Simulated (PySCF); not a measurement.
Energy of Ta²⁺ (tantalum, charge +2) between two integer charges

The 5d alpha orbital of [Xe] 4f14 5d3 is emptied in steps (occupation f), with all orbitals relaxed, ending at [Xe] 4f14 5d2. All numbers are calculated (PySCF 2.14, scalar relativity through the core potential, in aug-cc-pVDZ-PP with ECP60MDF (5s5p4d2f, 54 functions)). The exact energy is a straight line in f; departures are measured from the line between the end points of the same method.

```csv
f,BHandHLYP (eV),wB97X (eV),M06-2X (eV)
1,0.000,0.000,0.000
0.9,-0.213,-0.104,-0.211
0.7,-0.498,-0.241,-0.491
0.5,-0.595,-0.284,-0.582
0.3,-0.501,-0.235,-0.488
0.1,-0.216,-0.099,-0.212
0,0.000,0.000,0.000
```

```json
{"method": "BHandHLYP", "E(f=0) − E(f=1) (eV)": "24.212", "−ε at f=1 (eV)": "21.850", "−ε at f=0.5 (eV)": "24.204"}
{"method": "wB97X", "E(f=0) − E(f=1) (eV)": "23.951", "−ε at f=1 (eV)": "22.793", "−ε at f=0.5 (eV)": "23.970"}
{"method": "M06-2X", "E(f=0) − E(f=1) (eV)": "24.206", "−ε at f=1 (eV)": "21.864", "−ε at f=0.5 (eV)": "24.217"}
```

Orbital energy along the path (eV):

| f | BHandHLYP | wB97X | M06-2X |
| --- | --- | --- | --- |
| 1 | -21.850 | -22.793 | -21.864 |
| 0.9 | -22.317 | -23.028 | -22.336 |
| 0.7 | -23.257 | -23.501 | -23.277 |
| 0.5 | -24.204 | -23.970 | -24.217 |
| 0.3 | -25.156 | -24.421 | -25.134 |
| 0.1 | -26.123 | -24.836 | -26.052 |
| 0 | -26.631 | -25.043 | -26.622 |

Reference removal energy between the ground levels: 23.1 ± 1.6 eV (theoretical estimate listed by NIST; NIST Atomic Spectra Database, ionization energies). The calculation has no spin-orbit coupling. The determinant left behind need not be the lowest term of the ion.
